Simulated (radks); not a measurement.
Charge is removed step by step from the 3s down level of Tc, starting from [Ne] 3s(up 1, down 1) 3p6 3d10 4s2 4p6 4d5 5s2. All-electron calculation, scalar-relativistic Kohn-Sham, r2SCAN, spin-polarised, spherical densities, finite nucleus; open shells are filled with parallel spins first (spin-orbit coupling, left out, can overturn this in heavy ions); meta-GGA in the generalised Kohn-Sham scheme; Fermi nuclear charge, rms radius 4.4112 fm. Program: a radial shooting solver on a logarithmic mesh with Libxc functionals.

\begin{tabular}{lrrr}
removed (e) & E - E(0) (eV) & eigenvalue (eV) & E minus straight line (eV) \\ \hline
0 & 0.000 & -526.81 & 0.000 \\
0.1 & 52.793 & -529.62 & -1.299 \\
0.2 & 105.87 & -532.46 & -2.316 \\
0.3 & 159.23 & -535.32 & -3.047 \\
0.4 & 212.88 & -538.21 & -3.491 \\
0.5 & 266.81 & -541.12 & -3.646 \\
0.6 & 321.04 & -544.05 & -3.508 \\
0.7 & 375.57 & -547.00 & -3.076 \\
0.8 & 430.39 & -549.96 & -2.349 \\
0.9 & 485.50 & -552.95 & -1.324 \\
1 & 540.92 & -555.94 & 0.000 \\
\end{tabular}

Removing the whole electron costs 540.92 eV by Delta-SCF, against 526.81 eV from minus the eigenvalue at the starting occupation. Slater's transition state (half an electron removed) gives 541.12 eV. Integrating minus the eigenvalue over the occupation (Janak's theorem) gives 541.21 eV. In this scalar-relativistic scheme the density is built from large components alone, so the theorem holds only approximately. The mean slope of the eigenvalue, de/dn, is 29.1 eV per electron.
